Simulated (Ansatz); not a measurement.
The first iterations of a band of H4InNS2 (8 atoms, charge 0, multiplicity 1).

Theory: RKS CAM-B3LYP-D4/def2-SVP (Ansatz).

```
movable images  : 7
climbing image  : yes
spring          : 5.0 eV/Å²
optimiser       : quadratic models (default)
start path      : IDPP
force threshold : 0.03 eV/Å
iteration limit : 60
end points      : relaxed
```

Initial state:

```xyz
8
Properties=species:S:1:pos:R:3
N -0.960 1.724 -0.384
In 0.002 0.009 0.020
S 2.388 -0.060 -0.213
S -1.256 -1.860 0.844
H -1.967 1.737 -0.505
H -0.523 2.440 -0.954
H 2.489 -1.353 0.155
H -0.171 -2.637 1.037
```

Final state:

```xyz
8
Properties=species:S:1:pos:R:3
N -1.005 1.586 -0.746
In -0.006 -0.001 -0.024
S 2.385 -0.068 -0.204
S -1.241 -1.858 0.860
H -1.962 1.758 -0.454
H -0.518 2.462 -0.906
H 2.482 -1.324 0.279
H -0.136 -2.557 1.195
```

| iteration | highest image above the first end (eV) | largest band force component (eV/Å) |
| --- | --- | --- |
| 1 | 0.007 | 0.201 |
| 2 | 0.004 | 0.057 |

Q: Does the band converge within its limit, and where does its top end?

A: It converged. It ended after 8 iterations with the highest image 0.004 eV above the first end. The top lies less than 8 meV above the higher end, about what the thresholds resolve: the motion is nearly free. A vibrational analysis at the climbing image gives one clearly imaginary mode, 185i cm⁻¹: a first-order saddle point.

Time of the run: 120 s on 2 threads of Intel(R) Xeon(R) 6975P-C (Granite Rapids) (shared host), peak memory 0.29 GiB.
